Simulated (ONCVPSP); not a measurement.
What one change does to a pseudopotential (W (Z = 74), ONCV)

```json
{"Element": "W", "Generator": "ONCVPSP 4.0.1", "Type": "optimised norm-conserving Vanderbilt (ONCV)", "Functional": "PBEsol", "Relativity": "scalar-relativistic", "Frozen core": "[Kr] 4d10", "Valence charge": "28", "Reference configuration": "4f14 5s2 5p6 5d4 6s1.5 (charge +0.5)", "Partial waves": "5s+6s: rc 1.95 bohr, ncon 4, nbas 9, qcut 4.7 1/bohr, 2 projectors; 5p: rc 2.00 bohr, ncon 4, nbas 7, qcut 8.5 1/bohr, 3 projectors, debl 2 Ha; 5d: rc 2.45 bohr, ncon 4, nbas 9, qcut 7.7 1/bohr, 2 projectors, debl 3.9 Ha; 4f: rc 1.05 bohr, ncon 4, nbas 8, qcut 15.4 1/bohr, local", "Local potential": "the f channel", "Core correction": "none"}
```

Change: f: qcut 11.1.

Cutoffs: the cutoffs (Ha) at which the residual kinetic energy of the hardest occupied pseudo-wave falls to 1 and 0.1 mHa per electron; they do not see the model core or the augmentation charge, which bear on the density cutoff. Errors are all-electron minus pseudo energies relative to the spin-unpolarised reference configuration.

Problem. What does the change do?

Solution. The potential gets harder (111 Ha and 146 Ha → 264 Ha and 402 Ha); the bound ghosts move from p, s to d, p, s; the errors of the 4 common tests hardly move.

```csv
quantity,base,changed
"cutoff, loose",111 Ha,264 Ha
"cutoff, tight",146 Ha,402 Ha
loose cutoff by channel,"s 6.5 Ha, p 12 Ha, d 15 Ha, f 111 Ha","s 6.5 Ha, p 12 Ha, d 15 Ha, f 264 Ha"
bound ghosts,"s, p","s, p, d"
GHOST(+) flags under 300 eV,d at 237.0 eV,p at 217.0 eV
"error for 4f14 5s2 5p6 5d4 6s2, meV [ΔE -3.65 eV]",+0.9,+0.9
"error for 4f14 5s2 5p6 5d4 6s1, meV [ΔE 5.27 eV]",-2.4,-2.4
"error for 4f14 5s2 5p6 5d4 6s0, meV [ΔE 20.97 eV]",-14,-14
"error for 4f14 5s2 5p6 5d4 6s1 6p1, meV [ΔE 0.89 eV]",-0.2,-0.2
s: phases at 1.98 bohr within 0.05 rad from the reference energy up to (Ha; the scan ends near 5),3.9,to the end of the scan
p: phases at 2.02 bohr within 0.05 rad from the reference energy up to (Ha; the scan ends near 5),to the end of the scan,to the end of the scan
d: phases at 2.48 bohr within 0.05 rad from the reference energy up to (Ha; the scan ends near 5),to the end of the scan,to the end of the scan
f: phases at 1.07 bohr within 0.05 rad from the reference energy up to (Ha; the scan ends near 5),-0.2,-0.6
```

 A true bound ghost makes a file unfit for plane-wave use even where its test errors are small: the radial tests pick states by their node count and pass the ghost by.
